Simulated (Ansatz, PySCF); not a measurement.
V(O)(OH)3 (H3O4V), SMILES [O]=[V]([OH])([OH])[OH], multiplicity 1. Atoms are numbered in the order given.

```xyz
8

V      0.0000     0.0000     0.0986
O      0.0000    -0.0007    -1.4422
O      1.4349     0.8289     0.6679
H      2.0832     1.2027     0.0586
O      0.0000    -1.6568     0.6689
H      0.0000    -2.4056     0.0602
O     -1.4349     0.8289     0.6679
H     -2.0832     1.2027     0.0586
```

The structure is a stationary point at ωB97X-D3(BJ)/def2-SVP. The spin state was assumed, not searched. Other conformers were not sampled.

Two levels are set side by side: PBE-D3(BJ)/def2-SVP (Ansatz, a quantum-chemistry and plane-wave program) and ωB97X-D3(BJ)/def2-SVP (PySCF). Each level has its own optimised geometry; the coordinates shown are those of the second. Frequencies come from the Hessian of PySCF at each geometry. Differences are taken from unrounded values.

```
quantity                            ωB97X-D3(BJ)  PBE-D3(BJ)  PBE-D3(BJ) minus ωB97X-D3(BJ)
----------------------------------  ------------  ----------  -----------------------------
mean bond length (Å)                       1.385       1.404                          0.020
bond V1–O2 (Å)                             1.541       1.574                          0.033
bond V1–O3 (Å)                             1.752       1.776                          0.023
bond V1–O5 (Å)                             1.752       1.776                          0.023
bond V1–O7 (Å)                             1.752       1.776                          0.023
bond O3–H4 (Å)                             0.965       0.976                          0.011
bond O5–H6 (Å)                             0.965       0.976                          0.011
bond O7–H8 (Å)                             0.965       0.976                          0.011
highest harmonic wavenumber (cm⁻¹)          3917        3741                           -176
mean harmonic wavenumber (cm⁻¹)             1095        1039                            -57
zero-point energy (kcal/mol)               28.18       26.72                          -1.45
```

Exact exchange shortens and stiffens bonds; PBE has none. Differences between two approximate levels are no errors against the true value.
